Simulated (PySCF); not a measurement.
Working out the ionisation energy of I²⁺

I²⁺ [Kr] 4d10 5s2 5p3 (4S) → I³⁺ [Kr] 4d10 5s2 5p2 (3P). All numbers are calculated (PySCF 2.14, a scalar-relativistic core potential, in cc-pVDZ-PP with ECP28MDF (4s3p2d, 23 functions)). Frozen: 4s2 4p6 4d10. Energies in hartree (1 hartree = 27.21139 eV):

```
            part  I²⁺ (lower)  I³⁺ (upper)
             UHF  -293.652291  -292.556981
CCSD correlation    -0.059334    -0.049996
             (T)    -0.000464    -0.000388
```

**Question.** What does Hartree-Fock give?

**Answer.** (-292.556981) − (-293.652291) = 1.095310 hartree = 29.805 eV.

**Question.** What do CCSD and CCSD(T) give?

**Answer.** The CCSD correlation energies differ by 0.009338 hartree = 0.254 eV and the triples by 0.000076 hartree = 0.002 eV, so CCSD gives 30.059 eV and CCSD(T) 30.061 eV.

Reference: 29.57 ± 0.025 eV (measured; NIST Atomic Spectra Database, ionization energies), between the lowest levels; spin-orbit coupling is absent from the calculation.

A double-zeta basis recovers only part of the correlation energy.

What remains against the reference includes basis incompleteness, the frozen core and higher excitations.
